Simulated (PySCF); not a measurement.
## Two-photon absorption: `InChI=1S/C5H4N2Si/c6-3-1-2-5(8)4-7/h1H,8H3`

Molfile (atoms numbered from 1):
```
C5H4N2Si
     RDKit          3D

 12 11  0  0  0  0  0  0  0  0999 V2000
    3.7916   -0.3201   -0.9250 N   0  0  0  0  0  0  0  0  0  0  0  0
    2.8798   -0.2530   -0.2126 C   0  0  0  0  0  0  0  0  0  0  0  0
    1.7730   -0.1822    0.6857 C   0  0  0  0  0  0  0  0  0  0  0  0
    0.5371    0.0106    0.2797 C   0  0  0  0  0  0  0  0  0  0  0  0
   -0.7051    0.1441   -0.1213 C   0  0  0  0  0  0  0  0  0  0  0  0
   -1.7278   -1.4141   -0.5387 Si  0  0  0  0  0  4  0  0  0  0  0  0
   -1.3207    1.4251   -0.2665 C   0  0  0  0  0  0  0  0  0  0  0  0
   -1.8818    2.4308   -0.4023 N   0  0  0  0  0  0  0  0  0  0  0  0
    1.9824   -0.2909    1.7578 H   0  0  0  0  0  0  0  0  0  0  0  0
   -2.9510   -1.4064    0.3106 H   0  0  0  0  0  0  0  0  0  0  0  0
   -2.0946   -1.3579   -1.9804 H   0  0  0  0  0  0  0  0  0  0  0  0
   -0.8621   -2.5861   -0.2390 H   0  0  0  0  0  0  0  0  0  0  0  0
  1  2  3  0
  2  3  1  0
  3  4  2  0
  4  5  2  0
  5  6  1  0
  5  7  1  0
  7  8  3  0
  3  9  1  0
  6 10  1  0
  6 11  1  0
  6 12  1  0
M  END
```

The calculation used TDDFT CAM-B3LYP/aug-cc-pVDZ excited states, vertical, gas phase in PySCF 2.14.0. Geometry: PBE0-D3(BJ)/def2-SVP.

**Question.** How strongly do the lowest singlets absorb one photon, and two photons of half the energy?

**Answer.** δ for parallel linear polarisation; σ at the peak of a Lorentzian of half width 0.1 eV, single beam; Ω is circular over linear.
| state | E (eV) | f | photon λ (nm) | δ (au) | σ (GM) | Ω | main |
| --- | --- | --- | --- | --- | --- | --- | --- |
| S1 | 5.01 | 0.001 | 495 | <0.1 | 0.00 | – | HOMO→LUMO 0.92 |
| S2 | 5.50 | 0.001 | 450 | 0.82 | 0.01 | 1.22 | HOMO−1→LUMO+1 0.90 |
| S3 | 6.17 | 0.132 | 402 | 11.6 | 0.16 | 0.50 | HOMO→LUMO+1 0.66, HOMO−1→LUMO 0.23 |
| S4 | 6.22 | 0.197 | 399 | 1.26 | 0.02 | 1.37 | HOMO−2→LUMO 0.68, HOMO−1→LUMO 0.13 |
| S5 | 6.25 | 0.651 | 397 | 5.42 | 0.08 | 1.34 | HOMO−1→LUMO 0.51, HOMO−2→LUMO 0.19 |
| S6 | 6.57 | 0.001 | 377 | 0.82 | 0.01 | 0.74 | HOMO−3→LUMO+1 0.79 |

Among these, the strongest one-photon state is S5, the strongest two-photon state S3, with a dipole change of 0.4 D (relaxed, norm of the difference vector).
